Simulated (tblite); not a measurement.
Record of a relaxation.

Species: CH5B2F3Si.
Bonds: B1–Si2, Si2–B3, Si2–C4, C4–F5, C4–F6, C4–F7. Hydrogens: H8, H9 on B1; H10 on Si2; H11, H12 on B3.

Computed with GFN2-xTB (tblite), gas phase: L-BFGS steps from a force-field or distance-geometry start until the largest atomic force falls under 0.01 eV/Å. 11 of its 89 geometries are shown.

Step 0: E = -626.2289 eV, largest atomic force 2.724 eV/Å
```
atom  x, y, z in Å  |  force x, y, z in eV/Å
B1     -1.109    1.350    0.704   -1.392   0.482  -0.924
Si2     0.131    0.278   -0.338    1.282   2.264   0.806
B3      1.946    0.421    0.335    0.927  -0.144  -0.481
C4     -0.542   -1.442   -0.320   -1.444  -2.286  -0.244
F5     -0.748   -1.949    0.954    0.265   0.220  -1.333
F6     -1.800   -1.414   -0.919    0.995  -0.461   0.533
F7      0.200   -2.347   -1.030   -0.713   0.282   0.687
H8     -1.080    2.523    0.486    0.092  -0.463   0.563
H9     -2.176    0.882    0.969    0.600   0.327   0.386
H10     0.047    0.738   -1.723   -0.117  -0.150  -0.394
H11     2.624   -0.502    0.616   -0.214   0.220   0.201
H12     2.506    1.462    0.240   -0.281  -0.290   0.199
```

Step 9: E = -626.7174 eV, largest atomic force 0.229 eV/Å
```
atom  x, y, z in Å  |  force x, y, z in eV/Å
B1     -1.231    1.409    0.574    0.084  -0.015   0.052
Si2     0.165    0.352   -0.325    0.026   0.216   0.073
B3      2.035    0.412    0.274   -0.089   0.002   0.043
C4     -0.570   -1.474   -0.351    0.085   0.135  -0.033
F5     -0.732   -1.961    0.903    0.006  -0.058  -0.033
F6     -1.796   -1.493   -0.919   -0.039  -0.119  -0.014
F7      0.169   -2.387   -1.016   -0.017  -0.055   0.009
H8     -1.118    2.574    0.590   -0.091  -0.033   0.044
H9     -2.172    0.919    1.064    0.034   0.089   0.013
H10     0.050    0.694   -1.762    0.038  -0.106  -0.117
H11     2.643   -0.509    0.667   -0.054   0.085  -0.025
H12     2.557    1.463    0.275    0.017  -0.141  -0.011
```

Step 18: E = -626.7405 eV, largest atomic force 0.127 eV/Å
```
atom  x, y, z in Å  |  force x, y, z in eV/Å
B1     -1.232    1.441    0.599    0.003  -0.037  -0.121
Si2     0.142    0.387   -0.349    0.004   0.036   0.046
B3      2.008    0.415    0.288   -0.067  -0.027  -0.062
C4     -0.563   -1.462   -0.367    0.049   0.013   0.023
F5     -0.703   -1.954    0.888   -0.021   0.009   0.068
F6     -1.791   -1.537   -0.928   -0.003  -0.008  -0.005
F7      0.197   -2.366   -1.022    0.043   0.036  -0.055
H8     -1.160    2.609    0.630    0.014  -0.055   0.017
H9     -2.158    0.941    1.111    0.072   0.028   0.037
H10     0.091    0.615   -1.817   -0.002   0.029   0.023
H11     2.586   -0.524    0.679   -0.064   0.060   0.015
H12     2.584    1.436    0.262   -0.027  -0.083   0.014
```

Step 26: E = -626.7499 eV, largest atomic force 0.115 eV/Å
```
atom  x, y, z in Å  |  force x, y, z in eV/Å
B1     -1.237    1.452    0.587    0.020  -0.012  -0.005
Si2     0.116    0.403   -0.376    0.055   0.075   0.067
B3      1.968    0.406    0.283    0.003  -0.016  -0.003
C4     -0.552   -1.449   -0.366    0.022  -0.033  -0.016
F5     -0.677   -1.947    0.886    0.003   0.006   0.073
F6     -1.775   -1.563   -0.928   -0.070  -0.026  -0.036
F7      0.240   -2.320   -1.026    0.042  -0.047  -0.048
H8     -1.162    2.617    0.639    0.001   0.008  -0.033
H9     -2.118    0.946    1.164    0.002   0.001   0.026
H10     0.112    0.595   -1.844   -0.044   0.055  -0.057
H11     2.504   -0.541    0.707   -0.023   0.002   0.033
H12     2.583    1.400    0.247   -0.010  -0.013  -0.001
```

Step 35: E = -626.7626 eV, largest atomic force 0.101 eV/Å
```
atom  x, y, z in Å  |  force x, y, z in eV/Å
B1     -1.218    1.468    0.600   -0.015  -0.016  -0.028
Si2     0.093    0.426   -0.427    0.008   0.008   0.075
B3      1.923    0.377    0.289   -0.016   0.005   0.005
C4     -0.527   -1.451   -0.397   -0.016   0.002  -0.037
F5     -0.613   -1.909    0.877    0.058  -0.011  -0.006
F6     -1.749   -1.654   -0.933   -0.074   0.051  -0.047
F7      0.298   -2.302   -1.045    0.034  -0.017   0.034
H8     -1.180    2.636    0.582    0.005  -0.006  -0.016
H9     -2.034    0.970    1.271    0.034  -0.003   0.011
H10     0.050    0.676   -1.887   -0.021  -0.028   0.011
H11     2.361   -0.568    0.820   -0.005   0.048   0.004
H12     2.598    1.330    0.224    0.009  -0.033  -0.006
```

Step 44: E = -626.7668 eV, largest atomic force 0.053 eV/Å
```
atom  x, y, z in Å  |  force x, y, z in eV/Å
B1     -1.220    1.472    0.603    0.017  -0.034   0.004
Si2     0.086    0.429   -0.425    0.034  -0.011   0.022
B3      1.910    0.379    0.304    0.040  -0.013  -0.033
C4     -0.517   -1.450   -0.413   -0.013   0.000   0.008
F5     -0.594   -1.909    0.860   -0.012  -0.043   0.010
F6     -1.742   -1.646   -0.949   -0.031   0.009  -0.007
F7      0.306   -2.304   -1.062    0.008   0.027   0.003
H8     -1.194    2.639    0.542   -0.043  -0.023   0.011
H9     -1.993    0.971    1.323    0.023   0.047  -0.005
H10     0.016    0.670   -1.884    0.022   0.012  -0.028
H11     2.323   -0.553    0.875   -0.025   0.025   0.025
H12     2.620    1.301    0.200   -0.020   0.005  -0.010
```

Step 53: E = -626.7742 eV, largest atomic force 0.060 eV/Å
```
atom  x, y, z in Å  |  force x, y, z in eV/Å
B1     -1.202    1.469    0.619   -0.001  -0.017  -0.015
Si2     0.092    0.429   -0.430   -0.019  -0.006   0.049
B3      1.905    0.378    0.317   -0.023   0.014  -0.009
C4     -0.509   -1.451   -0.430   -0.008   0.003  -0.008
F5     -0.588   -1.960    0.822   -0.018   0.004   0.007
F6     -1.733   -1.619   -0.977   -0.021  -0.038   0.003
F7      0.316   -2.280   -1.109   -0.015   0.007  -0.011
H8     -1.274    2.623    0.460    0.000   0.044  -0.013
H9     -1.888    1.002    1.440    0.022  -0.042   0.010
H10    -0.022    0.657   -1.889    0.053   0.025  -0.011
H11     2.237   -0.489    1.026    0.022  -0.001   0.024
H12     2.667    1.242    0.126    0.006   0.007  -0.025
```

Step 62: E = -626.7802 eV, largest atomic force 0.034 eV/Å
```
atom  x, y, z in Å  |  force x, y, z in eV/Å
B1     -1.198    1.469    0.626    0.007  -0.024   0.002
Si2     0.088    0.425   -0.421    0.002   0.004  -0.003
B3      1.897    0.384    0.341   -0.013  -0.020  -0.024
C4     -0.527   -1.455   -0.449    0.015  -0.002  -0.011
F5     -0.599   -1.996    0.789    0.001   0.024  -0.010
F6     -1.749   -1.625   -0.998   -0.010   0.027   0.016
F7      0.304   -2.258   -1.153    0.006  -0.018   0.008
H8     -1.355    2.604    0.401   -0.006   0.009  -0.003
H9     -1.775    1.012    1.531   -0.020  -0.008   0.022
H10     0.020    0.661   -1.882    0.019   0.000  -0.011
H11     2.198   -0.401    1.151    0.005  -0.002   0.020
H12     2.696    1.179    0.037   -0.007   0.011  -0.005
```

Step 70: E = -626.7812 eV, largest atomic force 0.017 eV/Å
```
atom  x, y, z in Å  |  force x, y, z in eV/Å
B1     -1.200    1.459    0.628    0.011  -0.008  -0.011
Si2     0.093    0.422   -0.419    0.012   0.000   0.000
B3      1.902    0.382    0.340    0.000   0.012   0.006
C4     -0.529   -1.454   -0.452    0.000  -0.005  -0.001
F5     -0.605   -1.986    0.790   -0.006   0.006  -0.006
F6     -1.756   -1.607   -0.996   -0.008   0.006   0.012
F7      0.288   -2.271   -1.154    0.002   0.003   0.006
H8     -1.361    2.594    0.401   -0.007  -0.001   0.003
H9     -1.781    1.003    1.533   -0.002  -0.011   0.002
H10     0.044    0.663   -1.881   -0.003   0.002  -0.008
H11     2.216   -0.390    1.159   -0.009  -0.002  -0.004
H12     2.690    1.185    0.025    0.010  -0.002   0.000
```

Step 79: E = -626.7818 eV, largest atomic force 0.026 eV/Å
```
atom  x, y, z in Å  |  force x, y, z in eV/Å
B1     -1.200    1.446    0.624    0.024   0.006  -0.005
Si2     0.102    0.425   -0.427    0.020  -0.002   0.007
B3      1.908    0.389    0.340   -0.004  -0.005  -0.005
C4     -0.532   -1.448   -0.452    0.001  -0.008   0.009
F5     -0.608   -1.970    0.793    0.008   0.002  -0.001
F6     -1.764   -1.593   -0.987    0.007   0.006  -0.006
F7      0.273   -2.279   -1.152   -0.010   0.013   0.007
H8     -1.376    2.579    0.402   -0.012   0.016  -0.005
H9     -1.769    0.981    1.531   -0.012  -0.020   0.012
H10     0.053    0.667   -1.888   -0.004  -0.002  -0.014
H11     2.209   -0.380    1.168    0.000   0.012  -0.007
H12     2.706    1.182    0.022   -0.017  -0.017   0.009
```

Step 88: E = -626.7822 eV, largest atomic force 0.004 eV/Å
```
atom  x, y, z in Å  |  force x, y, z in eV/Å
B1     -1.197    1.443    0.623    0.003   0.001  -0.002
Si2     0.107    0.429   -0.434   -0.002   0.002   0.003
B3      1.908    0.387    0.340    0.000  -0.002   0.001
C4     -0.532   -1.442   -0.452    0.001  -0.001   0.000
F5     -0.606   -1.961    0.795    0.001   0.000   0.000
F6     -1.766   -1.583   -0.984    0.000   0.001   0.001
F7      0.268   -2.277   -1.151    0.000   0.002   0.000
H8     -1.393    2.573    0.402   -0.002  -0.002  -0.001
H9     -1.754    0.965    1.532   -0.003   0.000   0.001
H10     0.055    0.666   -1.896    0.000   0.001  -0.001
H11     2.198   -0.372    1.180   -0.001  -0.001  -0.002
H12     2.713    1.171    0.020    0.002   0.000  -0.001
```

**Question.** Summarise the path.

**Answer.** The energy falls by 12.76 kcal/mol from step 0 to step 88; nine tenths of that is first reached at step 12. It falls at every step. The largest force goes from 2.724 to 0.004 eV/Å. Among the bonds Si2–C4 changes most, from 1.847 to 1.977 Å; the atoms move by 0.355 Å rms after alignment.

**Question.** Follow the three bonds and two angles with the largest change from start to end.

**Answer.** 
```tsv
step	E above end (kcal/mol)	largest force (eV/Å)	Si2–C4 (Å)	C4–F6 (Å)	C4–F5 (Å)	C4–Si2–H10 (°)	B1–Si2–H10 (°)
0	12.76	2.724	1.847	1.394	1.387	106.4	107.3
4	2.83	0.607	1.976	1.348	1.354	99.1	105.3
8	1.63	0.221	1.966	1.353	1.356	100.0	104.9
11	1.28	0.199	1.979	1.352	1.357	99.0	106.6
15	1.11	0.117	1.980	1.353	1.356	98.0	109.0
19	0.92	0.117	1.981	1.353	1.356	96.7	112.1
23	0.79	0.091	1.974	1.353	1.356	96.6	113.7
27	0.71	0.126	1.968	1.351	1.354	97.7	114.6
31	0.61	0.127	1.982	1.354	1.358	98.6	113.9
34	0.48	0.116	1.981	1.351	1.357	99.4	113.9
38	0.41	0.040	1.975	1.350	1.356	99.4	113.8
42	0.38	0.087	1.979	1.351	1.356	98.8	113.4
46	0.32	0.098	1.970	1.350	1.355	98.2	113.7
50	0.22	0.096	1.973	1.351	1.354	97.1	113.3
54	0.16	0.072	1.975	1.351	1.354	97.1	113.3
57	0.11	0.087	1.978	1.352	1.353	96.9	113.6
61	0.05	0.036	1.979	1.351	1.353	97.1	114.3
65	0.04	0.036	1.977	1.352	1.352	97.0	114.5
69	0.02	0.025	1.976	1.351	1.353	97.3	114.8
73	0.02	0.022	1.977	1.352	1.353	97.4	114.7
77	0.01	0.019	1.977	1.351	1.353	97.5	114.7
80	0.00	0.029	1.977	1.352	1.353	97.6	115.0
84	0.00	0.013	1.977	1.352	1.353	97.6	115.2
88	0.00	0.004	1.977	1.352	1.353	97.6	115.2
```

What follows is the cost of the whole relaxation. On one thread, Arm Neoverse N1 (aarch64), no GPU, shared host with 64 logical CPUs at a one-minute load of 60, this took 0.78 s wall.
